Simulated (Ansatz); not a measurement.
Input file for Ansatz (a first-principles code): R-PBE0/def2-TZVPPD on C3H6O (a complex), monomers drawn apart or pushed together. Files ending in .json are basis or fitting sets from the Basis Set Exchange.

Ansatz 0.2 input:
```yaml
crystal:
  periodic: [false, false, false]
  atoms:
    - {symbol: C, position_ang: [-0.17962705, -0.32882657, 0.15073837]}
    - {symbol: O, position_ang: [0.61043520, 0.46425147, 0.04112421]}
    - {symbol: C, position_ang: [-1.02412667, -0.27266276, 6.17611153]}
    - {symbol: C, position_ang: [0.46126407, 0.04053660, 6.02060005]}
    - {symbol: H, position_ang: [-1.55795110, 0.55795256, 6.64207654]}
    - {symbol: H, position_ang: [-1.17984654, -1.15586100, 6.79875894]}
    - {symbol: H, position_ang: [-1.49463177, -0.46688174, 5.21013762]}
    - {symbol: H, position_ang: [0.61970651, 0.92617253, 5.40228250]}
    - {symbol: H, position_ang: [0.99535762, -0.78819339, 5.55120471]}
    - {symbol: H, position_ang: [0.93036909, 0.22718382, 6.98855914]}
basis:
  gaussian:
    orbitals: def2-TZVPPD.json
hamiltonian:
  xc: {name: PBE0}
scf: {lower_state_search: off}
```

Program output:

```
WARN ansatz: RAYON_NUM_THREADS=1 ignored (pool sized by the plan → 1); use --threads N
Functional definition: PBE0
these checks for a lower state are left out or cut short: stability, starts, cluster_reference, orbital_swaps, neighbouring_geometries, increment
integrals: 0.11 GiB planned
1060 factors; their error is unknown
mean field: 1.20 GiB planned
mean field evaluation 1: about -5243.0118 eV, gradient 6.3e1 eV
mean field evaluation 2: about -5236.2996 eV, gradient 8.5e1 eV
mean field evaluation 4: about -5251.3123 eV, gradient 4.7e0 eV
mean field evaluation 8: about -5251.3461 eV, gradient 6.0e-2 eV
mean field evaluation 16: about -5251.3461 eV, gradient 2.7e-6 eV
mean field -5251.34613574 eV, -192.9834109984 hartree, gradient 2.7e-6 eV, S^2 0.000000; 0 other end points of the search recorded, 0 dependent functions left out
reference -5251.34618141 eV, -192.9834126765 hartree; 16, 16 occupied and 237, 237 virtual orbitals, 1060 factors
Total energy: -5251.34618141 eV, -192.9834126765 hartree
Checks for a lower state left out: stability, starts, cluster_reference, orbital_swaps, neighbouring_geometries, increment
```

Self-consistency was reached.

Cost: around 2.4 core-seconds (rough).
